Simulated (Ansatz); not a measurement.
The same path of a periodic cell of 17 atoms, Si (host Si, host structure diamond, interstitial Si) was run twice with different band settings. Lost on the way: Si15–Si17. Made: Si4–Si17.

Theory: DFT LDA, scalar-relativistic, plane waves, PAW (Ansatz 0.2.0). Settings: PAW set soft_1, cutoff 420 eV, k mesh 2x2x2, gaussian smearing 0.05 eV, no spin polarisation.

Relaxed end points:

```xyz
17
Lattice="0.0000 5.4300 5.4300 5.4300 0.0000 5.4300 5.4300 5.4300 0.0000" Properties=species:S:1:pos:R:3
Si -0.003 -0.006 0.003
Si 1.359 1.354 1.322
Si 2.720 2.717 0.004
Si 4.073 4.072 1.357
Si 2.737 -0.026 2.692
Si 4.107 1.354 4.070
Si 5.426 2.717 2.710
Si 6.788 4.034 4.072
Si -0.019 2.731 2.695
Si 1.358 4.104 4.072
Si 2.719 5.424 2.711
Si 4.038 6.784 4.073
Si 2.734 2.730 5.448
Si 4.072 4.064 6.786
Si 5.408 5.404 5.452
Si 6.786 6.784 6.821
Si 6.787 6.779 4.071
```

```xyz
17
Lattice="0.0000 5.4300 5.4300 5.4300 0.0000 5.4300 5.4300 5.4300 0.0000" Properties=species:S:1:pos:R:3
Si -0.008 0.006 0.006
Si 1.335 1.340 1.340
Si 2.714 2.715 -0.033
Si 4.089 4.093 1.341
Si 2.714 -0.033 2.715
Si 4.089 1.341 4.093
Si 5.463 2.716 2.716
Si 6.784 4.077 4.077
Si -0.037 2.719 2.719
Si 1.330 4.100 4.100
Si 2.711 5.466 2.719
Si 4.075 6.784 4.079
Si 2.711 2.719 5.466
Si 4.075 4.079 6.784
Si 5.430 5.430 5.430
Si 6.782 6.785 6.785
Si 8.138 8.151 2.721
```

Common settings: movable images 3; climbing image yes; force threshold 0.05 eV/Å; end points relaxed.

| run | spring | optimiser | start path | iteration limit |
| --- | --- | --- | --- | --- |
| 1 | 10.0 eV/Å² | quadratic models (default) | straight line | 80 |
| 2 | 0.1 eV/Å² | fire | default | 50 |

What does each run give, and how far can it be trusted?

Run 1: converged after 24 iterations, highest image 0.314 eV above the first end. By the program's own check the climbing image is of a kind that is not told: the force calls were inconclusive, a negative curvature could not be distinguished from the path's own, the only one lies far off the path, or fixed occupations may fill a level only in part (lowest curvatures found: -0.07 and 0.35 eV/Å²).
Run 2: converged after 24 iterations, highest image 0.315 eV above the first end. The order of the stationary point at the top wasn't checked.
Limits of this set-up: coarse k mesh, PAW files made for another functional.
